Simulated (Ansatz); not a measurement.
Consider the ligand exchange at a Ta–O bond: `[OH][Ta]([OH])([OH])([OH])[Cl]` + HCl → `[OH][Ta]([OH])([OH])([Cl])[Cl]` + H₂O.

Isolated molecules relaxed with PBE0-D4/def2-TZVP in Ansatz; ΔE leaves out vibrations. CCSD(T)/CBS adds triple-zeta CCSD(T) − MP2 to the extrapolated MP2 energy (def2 sets, frozen cores). This one scheme is used for every species. DFT in def2-TZVPP. B3LYP here is the variant with VWN-RPA as its local correlation; programs differ in this. Elements past krypton have def2 core potentials. For Ta outer-core shells are correlated without core-valence functions, which leaves a few kJ/mol of doubt a bond. One conformer a species, not always the lowest.

`[OH][Ta]([OH])([OH])([OH])[Cl]`:

Z-matrix (Å, degrees):
```
Ta
O 1 1.902
O 1 1.896 2 94.2
Cl 1 2.401 2 83.0 3 123.7
O 1 1.902 2 166.0 3 123.8
O 1 1.896 2 93.7 3 -112.5
H 1 2.534 2 75.5 3 -2.2
H 1 2.534 2 112.4 3 -114.3
H 2 0.956 1 135.4 3 -126.4
H 5 0.956 1 135.4 2 -2.7
```

HCl:

Z-matrix (Å, degrees):
```
Cl
H 1 1.279
```

`[OH][Ta]([OH])([OH])([Cl])[Cl]`:

Cartesian coordinates in Å:
```
O 1.033 1.035 1.031
Ta -0.242 0.050 0.033
O -0.224 -1.336 1.264
O 0.282 -1.112 -1.370
Cl -0.078 1.812 -1.596
Cl -2.486 0.520 0.316
H 1.406 1.845 0.674
H -0.187 -2.059 1.885
H 0.495 -0.757 -2.237
```

H₂O:

```xyz
3

O     0.126    0.359    0.082
H    -0.371   -0.230    0.654
H     0.245   -0.129   -0.736
```

```tsv
level	ΔE (kJ/mol)	difference from CCSD(T)/CBS
PBE-D4	-16.0	3.9
r2SCAN-D4	-15.2	4.7
PBE0-D4	-19.6	0.3
B3LYP-D4	-13.5	6.4
B2PLYP	-14.0	5.9
PBE	-14.3	5.6
r2SCAN	-14.8	5.1
PBE0	-18.0	1.9
B3LYP	-10.5	9.4
HF/def2-TZVPP	-14.9	5.0
SCS-MP2/def2-TZVPP	-17.0	2.9
CCSD/def2-TZVPP	-12.7	7.2
CCSD(T)/def2-TZVPP	-14.6	5.3
HF/def2-QZVPP	-16.0	3.9
MP2/def2-QZVPP	-25.7	-5.8
HF/CBS(def2)	-16.1	3.8
CCSD(T)/CBS	-19.9	0
```

Largest T1 diagnostic among the species: 0.018.

From PBE to PBE0 (25 % exact exchange), in def2-TZVPP and without D4, ΔE moves by −3.8 kJ/mol. The D4 term adds −3.0 kJ/mol with B3LYP and −1.6 kJ/mol with PBE0; it sums over pairs of atoms, weighted by their polarisabilities, and B3LYP, whose exchange is more repulsive, gets the larger term.
